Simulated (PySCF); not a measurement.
## Electronic structure of As(2+) (arsenic, charge +2) at the UHF level

Configuration: [Ar] 3d10 4s2 4p1, 2P determinant. Computed with PySCF 2.14 in 6-31G*, with no relativity, point nucleus.

* Total energy: -2232.891813 hartree
* One-electron energy: -3087.7419 hartree
* Hartree (Coulomb) energy: 935.7252 hartree
* Exchange energy: -80.8751 hartree
* Kinetic energy: 2232.00007 hartree
* ⟨S²⟩: 0.7585
* ⟨L²⟩: 2.025
* Sum of ⟨r⟩: 19.13 bohr
* Sum of ⟨r²⟩: 22.84 bohr²
* Traceless quadrupole moment −½Σ⟨3z² − r²⟩ along its main axis: -2.18 e·bohr²
* Density at the nucleus (Gaussians lack the cusp): 23300 bohr⁻³
* Spin density at the nucleus: 0.0284 bohr⁻³
* Langevin diamagnetic susceptibility: -18.1 ×10⁻⁶ cm³/mol
* Time after the integrals: 0.11 s of wall time on 1 thread of Neoverse-V1 (shared host)

```json
{"shell": "1s α", "electrons": "1", "mean orbital energy (hartree)": "-433.41629", "spread (hartree)": "0", "rms radius, mean of both spins (bohr)": "0.0537"}
{"shell": "1s β", "electrons": "1", "mean orbital energy (hartree)": "-433.41287", "spread (hartree)": "0", "rms radius, mean of both spins (bohr)": "0.0537"}
{"shell": "2s α", "electrons": "1", "mean orbital energy (hartree)": "-57.16103", "spread (hartree)": "0", "rms radius, mean of both spins (bohr)": "0.223"}
{"shell": "2s β", "electrons": "1", "mean orbital energy (hartree)": "-57.15965", "spread (hartree)": "0", "rms radius, mean of both spins (bohr)": "0.223"}
{"shell": "2p α", "electrons": "3", "mean orbital energy (hartree)": "-51.00897", "spread (hartree)": "0.00183", "rms radius, mean of both spins (bohr)": "0.198"}
{"shell": "2p β", "electrons": "3", "mean orbital energy (hartree)": "-51.00556", "spread (hartree)": "0.00676", "rms radius, mean of both spins (bohr)": "0.198"}
{"shell": "3s α", "electrons": "1", "mean orbital energy (hartree)": "-8.86071", "spread (hartree)": "0", "rms radius, mean of both spins (bohr)": "0.649"}
{"shell": "3s β", "electrons": "1", "mean orbital energy (hartree)": "-8.85404", "spread (hartree)": "0", "rms radius, mean of both spins (bohr)": "0.649"}
{"shell": "3p α", "electrons": "3", "mean orbital energy (hartree)": "-6.70933", "spread (hartree)": "0.00054", "rms radius, mean of both spins (bohr)": "0.671"}
{"shell": "3p β", "electrons": "3", "mean orbital energy (hartree)": "-6.70029", "spread (hartree)": "0.02372", "rms radius, mean of both spins (bohr)": "0.671"}
{"shell": "3d α", "electrons": "5", "mean orbital energy (hartree)": "-2.91802", "spread (hartree)": "0.01333", "rms radius, mean of both spins (bohr)": "0.746"}
{"shell": "3d β", "electrons": "5", "mean orbital energy (hartree)": "-2.91322", "spread (hartree)": "0.02295", "rms radius, mean of both spins (bohr)": "0.746"}
{"shell": "4s α", "electrons": "1", "mean orbital energy (hartree)": "-1.41321", "spread (hartree)": "0", "rms radius, mean of both spins (bohr)": "2.00"}
{"shell": "4s β", "electrons": "1", "mean orbital energy (hartree)": "-1.31172", "spread (hartree)": "0", "rms radius, mean of both spins (bohr)": "2.00"}
{"shell": "4p α", "electrons": "1", "mean orbital energy (hartree)": "-1.02349", "spread (hartree)": "0", "rms radius, mean of both spins (bohr)": "2.32"}
```
